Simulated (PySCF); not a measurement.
## Dipole response of K⁺ (potassium, charge +1)

[Ar], closed-shell 1S. All numbers are calculated (PySCF 2.14, the spin-free X2C one-electron Hamiltonian (Gaussian nucleus), in dyall-av3z). Coupled (time-dependent) response in atomic units; α is the mean over directions.

```tsv
method	mean α (bohr³)	C₆ (like pair)	S(−4)
CAM-B3LYP	5.600	24.14	5.990
```

S(−4) is the Cauchy moment in α(ω) = α(0) + S(−4) ω² + …

α(iu) at CAM-B3LYP:

```csv
u (hartree),α(iu) (bohr³)
0,5.600
0.0500,5.585
0.100,5.541
0.200,5.372
0.300,5.116
0.500,4.455
0.750,3.590
1.00,2.848
1.50,1.825
2.00,1.233
3.00,0.6559
5.00,0.2746
```

For an ion, C₆ is the dispersion term alone; charge-induced terms of lower order in 1/R come first.
